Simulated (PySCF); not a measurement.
**Working out the ionisation energy of Se**

Se [Ar] 3d10 4s2 4p4 (3P) → Se+ [Ar] 3d10 4s2 4p3 (4S). Computed with PySCF 2.14 in aug-cc-pVTZ-DK, with the spin-free X2C one-electron Hamiltonian (Gaussian nucleus). Frozen: [Ar] 3d10. Energies in hartree (1 hartree = 27.21139 eV):

| part | Se (lower) | Se+ (upper) |
| --- | --- | --- |
| UHF | -2428.066490 | -2427.752601 |
| MP2 opposite-spin | -0.077834 | -0.055240 |
| MP2 same-spin | -0.023074 | -0.019925 |

Problem. What does Hartree-Fock give?

Solution. (-2427.752601) − (-2428.066490) = 0.313889 hartree = 8.541 eV.

Problem. What do MP2 and SCS-MP2 (6/5 opposite-spin, 1/3 same-spin) give?

Solution. The opposite-spin parts differ by 0.615 eV and the same-spin parts by 0.086 eV. MP2: 8.541 + (0.615) + (0.086) = 9.242 eV. SCS-MP2: 8.541 + 1.2 × (0.615) + (0.086)/3 = 9.308 eV.

Measured between the centres of the two terms (NIST): 9.635 eV, so MP2 (valence) is off by -0.393 eV.

What remains against the reference includes basis incompleteness, the frozen core and correlation beyond second order.
